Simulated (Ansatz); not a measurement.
Ansatz results at the PBE0-D4/def2-TZVP geometry: HOMO energy (PBE0/def2-TZVPP) -7.54 eV; HOMO energy (B3LYP/def2-TZVPP) -7.32 eV; size of the dipole moment (PBE/def2-TZVPP) 1.81 D.

Each molecule was computed in one conformer, which needn't be the lowest.

Task: Which molecule gave them?
A. `C=[C]1[AlH][S]S1`
B. `F[Si]1([SeH])CO1`
C. `FC1O[SiH2][Se]1`
D. `F[SiH2]OBS`

Result: B. The others give `C=[C]1[AlH][S]S1`: -6.05, -5.83, 2.02; `FC1O[SiH2][Se]1`: -7.26, -7.01, 1.47; `F[SiH2]OBS`: -7.97, -7.71, 1.48.

B3LYP here is the variant with VWN-RPA as its local correlation; programs differ in this.
